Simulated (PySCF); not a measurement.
Structure problem from calculated spectra and properties.

Elements present: B, C, F, H and O. Monoisotopic mass: 164.0068 u.

* Rotational structure: rotational constants A, B, C: 3.114, 0.600, 0.574 GHz [PBE0-D3(BJ)/def2-SVP]
* Polarisability: 50.6 au [CAM-B3LYP/def2-SVPD]
* Triplet: lowest triplet excitation (Tamm–Dancoff): 7.59 eV [TDA CAM-B3LYP/def2-SVPD]
* 13C NMR: chemical shifts (computed TMS as zero) by class: 131.8 (1 C), 120.9 (1 C) ppm [GIAO PBE/pcSseg-1]
* UV, strongest line: among the 10 lowest singlet transitions: S2 at 9.17 eV (135 nm, f = 0.180) [TDDFT CAM-B3LYP/def2-SVPD]
* NMR, other nuclei: isotropic shieldings of nuclei other than C and H, by class: 72 (1 B), 109 (1 O), 110 (1 O), 227 (3 F), 253 (2 F) ppm [GIAO PBE/pcSseg-1]

Electronic properties: PySCF, gas phase, density fitting. Levels stand in brackets. Geometry: PBE0-D3(BJ)/def2-SVP, one conformer, isolated molecule. Each NMR value is the plain mean over a class of atoms that symmetry, rotation or inversion makes alike.

Question: Which formula fits the mass and the elements?

Answer: C2H2BF5O2 (calculated 164.0068). No other formula that holds each of these elements comes within 0.0003 u with a fitting electron parity and a possible valence count.

Question: What is the compound? Reason from the data.

Answer: Numbering: `[F:1][CH:2]([F:3])[O:4][BH:5][O:6][C:7]([F:8])([F:9])[F:10]`. 2 carbons fall into 2 classes; from least to most shielded: CF3 carbon [C7] (131.8 ppm), CHF2 carbon [C2] (120.9 ppm). The other shieldings belong to: 72 ppm, three-coordinate boron [B5]; 109 ppm, boron-bound oxygen [O4]; 110 ppm, boron-bound oxygen [O6]; 227 ppm, fluorine of a CF3 group [F8/F9/F10]; 253 ppm, fluorine of a CF2 group [F1/F3]. The optimised geometry has point group C1 and is an asymmetric top. Structure: `FC(F)OBOC(F)(F)F`. The assignments are read from this structure; whether some other isomer fits the data as well wasn't checked.

The values belong to the conformer `[F:1][CH:2]([F:3])[O:4][BH:5][O:6][C:7]([F:8])([F:9])[F:10]`: F1–C2–O4–B5 -166°, C2–O4–B5–O6 2°, O4–B5–O6–C7 -179°, B5–O6–C7–F8 -59°.
